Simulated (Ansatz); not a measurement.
Reaction (ligand exchange at a Ge–O bond): `FC(F)(F)C[O][Ge]([Cl])([Cl])[Cl]` + H₂S → `[SH][Ge]([Cl])([Cl])[Cl]` + `OCC(F)(F)F`

Isolated molecules relaxed with PBE0-D4/def2-TZVP in Ansatz; ΔE leaves out vibrations. CCSD(T)/CBS adds triple-zeta CCSD(T) − MP2 to the extrapolated MP2 energy (def2 sets, frozen cores). This one scheme is used for every species. Functionals use def2-TZVPP. HSE06 is defined as in plane-wave codes. For Ge outer-core shells are correlated without core-valence functions, which leaves a few kJ/mol of doubt a bond. Scalar relativity is left out up to krypton. One conformer a species, not always the lowest.

(1) Is it downhill or uphill in electronic energy at CCSD(T)/CBS, and by how much? (Best estimate.)

(2) What do these levels give: PBE-D4, r2SCANh-D4, r2SCAN0-D4, HSE06-D4, B2PLYP, PBE, revPBE, BLYP, r2SCAN, HSE06, RPA@PBE/def2-TZVPP, CCSD/def2-SVP? (Estimate.)

Largest T1 diagnostic among the species: 0.011.

## Answers

(1) The calculation gave: Downhill: ΔE = -4.0 kcal/mol.

(2) Ansatz gave: PBE-D4 -6.9, r2SCANh-D4 -5.1, r2SCAN0-D4 -5.2, HSE06-D4 -6.7, B2PLYP -4.3, PBE -7.4, revPBE -7.8, BLYP -5.7, r2SCAN -5.3, HSE06 -7.2, RPA@PBE/def2-TZVPP -1.9, CCSD/def2-SVP -0.8 kcal/mol.

Leaving LDA and LC-ωPBE aside and taking each functional with its dispersion term where it has one, the values, not all of them listed here, spread over 3.6 kcal/mol, from PBE-D4 to CAM-B3LYP-D4. LDA lies +1.1 kcal/mol from PBE without D4. At CCSD(T), def2-SVP lies +3.5 kcal/mol from the extrapolated value and def2-TZVPP +1.3 kcal/mol. From BLYP to BHLYP (50 % exact exchange), in def2-TZVPP and without D4, ΔE moves by +1.2 kcal/mol.
